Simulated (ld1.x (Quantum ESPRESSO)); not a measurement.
# Configuration tests for nitrogen (PAW)

ld1.x (Quantum ESPRESSO) 7.5 input, shortened:

```
&input
   title='N', zed=7., rel=0, dft='PBESOL', iswitch=3,
   config='[He] 2s2 2p3 3d-2'
 /
 &inputp
   pseudotype=3, lpaw=.true., tm=.true., lloc=-1, rcloc=1.30,
   nlcc=.true.,
   which_augfun='PSQ', rmatch_augfun_nc=.true.
 /
6
2S  1  0   2.00   0.00  0.70  0.90  0.0
2S  1  0   0.00  -0.40  0.70  0.90  0.0
2P  2  1   3.00   0.00  2.00  2.75  0.0
2P  2  1   0.00  -0.15  2.00  2.75  0.0
3D  3  2  -2.00  -0.10  1.85  2.30  0.0
3D  3  2  -2.00   1.05  1.85  2.30  0.0
 &test
   configts(1)='2s2 2p3'
 /
```

Energies are relative to the spin-unpolarised reference configuration 2s2 2p3; without spin polarisation the order of configurations can differ from experiment. The frozen-core shift is the all-electron ΔE with the core orbitals held at their reference shape minus the fully relaxed ΔE.

```tsv
valence configuration	charge	ΔE all-electron (eV)	error AE − PS (meV)	frozen-core shift (meV)
2s2 2p2	+1	13.527	+18	+0.2
2s2 2p0	+3	89.156	+190	+13
2s2 2p3.3	-0.3	-1.605	+5.2	0.0
2s2 2p2.5	+0.5	5.065	+7.4	0.0
2s1 2p4	0	11.404	+10	+0.4
```

**Question.** What are ΔE and the potential's error for 2s2 2p1?

**Answer.** ΔE = 42.269 eV all-electron; the error (AE − PS) is +20 meV.

**Question.** What are ΔE and the potential's error for 2s0 2p5?

**Answer.** ΔE = 22.836 eV all-electron; the error (AE − PS) is -1.5 meV.

Levels in the configuration 2s0 2p5:

```json
{"level": "2p", "all-electron (eV)": "-7.850", "pseudo (eV)": "-7.852"}
```
